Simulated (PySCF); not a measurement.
C₇H₁₀F (doublet state).
Z-matrix (Å and degrees, GFN2-xTB geometry), rows numbered from 1:
```
C 
C   1  1.3232
C   2  1.4757  1  125.18
C   3  1.3745  2  116.05  1  -132.08
C   3  1.3982  2  121.45  1    47.76
C   5  1.4934  3  121.76  2  -175.79
C   5  1.4925  3  122.41  2     7.43
F   7  1.3837  5  110.76  3   136.08
H   1  1.0773  2  122.03  3    -1.41
H   1  1.0768  2  121.67  3   177.13
H   2  1.0826  1  119.74  3  -175.51
H   4  1.0730  3  122.53  2   178.66
H   4  1.0748  3  120.43  2    -0.93
H   6  1.0899  5  110.87  3    52.43
H   6  1.0917  5  110.84  3   -67.14
H   6  1.0867  5  110.53  3   173.40
H   7  1.0937  5  112.62  3    16.81
H   7  1.1006  5  111.77  3  -107.01
```

The hyperfine couplings belong to this conformer and change with its torsions.

As a line formula: `C=CC(=C)[C](C)CF` [radical].

The calculation used UKS B3LYP, pcH-1 on C F H, non-relativistic, mean-field spin-orbit, GIAO in PySCF 2.14.0. Geometry: GFN2-xTB, one conformer, isolated molecule. Couplings are sensitive to structure, and on GFN2-xTB geometries they can be far from those on DFT ones. The frame is twisted about the C2–C3 bond at this geometry (dihedral H11–C2–C3–C4 = 44°); couplings at other torsion angles weren't computed. The SCF solution wasn't tested for stability. ⟨S²⟩ is 0.779 where a pure state has 0.75.

(1) Predict the first-order ENDOR lines of C5, C4, C3, C7, C6, F8, H17/H18, H13, H14/H15/H16 and H12 under fast tumbling at B = 3337.2 mT (W band).

(2) Which pairs are centred on the nuclear Larmor frequency, and which on half the coupling?

(3) At what field would the lower line of C5 fall to zero frequency?

Answers

(1) ν± = |νn ± a/2|, one line for each electron-spin manifold; νn = |g_N| × 7.62259 MHz/T × B.

| nuclei | isotope | g_N | νn (MHz) | a_iso (MHz) | lower line (MHz) | upper line (MHz) |
| --- | --- | --- | --- | --- | --- | --- |
| C5 | 13C | 1.4048 | 35.74 | 59.96 | 5.76 | 65.71 |
| C4 | 13C | 1.4048 | 35.74 | 52.49 | 9.49 | 61.98 |
| C3 | 13C | 1.4048 | 35.74 | -47.11 | 12.18 | 59.29 |
| C7 | 13C | 1.4048 | 35.74 | -21.75 | 24.86 | 46.61 |
| C6 | 13C | 1.4048 | 35.74 | -20.83 | 25.32 | 46.15 |
| F8 | 19F | 5.2577 | 133.75 | 97.56 | 84.97 | 182.53 |
| H17/H18 | 1H | 5.5857 | 142.09 | 45.85 | 119.17 | 165.01 |
| H13 | 1H | 5.5857 | 142.09 | -39.16 | 122.51 | 161.67 |
| H14/H15/H16 | 1H | 5.5857 | 142.09 | 39.01 | 122.59 | 161.59 |
| H12 | 1H | 5.5857 | 142.09 | -38.21 | 122.99 | 161.19 |

The rows for 13C, of low natural abundance, apply to labelled samples.

(2) Centred on νn, since |a| < 2νn: C5, C4, C3, C7, C6, F8, H17/H18, H13, H14/H15/H16 and H12. No pair has |a| > 2νn.

(3) Where νn = |a|/2, that is B = 29.98 MHz/(1.4048 × 7.62259 MHz/T) = 2800 mT, as far as first order holds there.

Couplings of abundant isotopes left out: H11 (-9.6 MHz), H9 (4.6 MHz) and H10 (3.5 MHz).

Means are taken over nuclei equivalent by connectivity, which assumes that they swap fast. The three 1H nuclei of mean +39.0 MHz run from 3.5 to 64.5 MHz in the frozen geometry. The 1H value of +45.8 MHz is a mean of couplings from 19.3 to 72.4 MHz in this one geometry, not an average over conformers.

The Mulliken spin populations are largest on C4 (+0.66), C5 (+0.64) and C3 (-0.25). The positive populations add up to 1.45 and the negative ones to -0.45, together 2S = 1. The angles at C4 add up to 360.0°, so it is planar.

Time: 1.7 min wall (grids of density and orbitals included); peak memory 1.1 GiB. Hardware: an Arm Neoverse V2 with one thread, shared host with 192 logical CPUs at a one-minute load of 198.
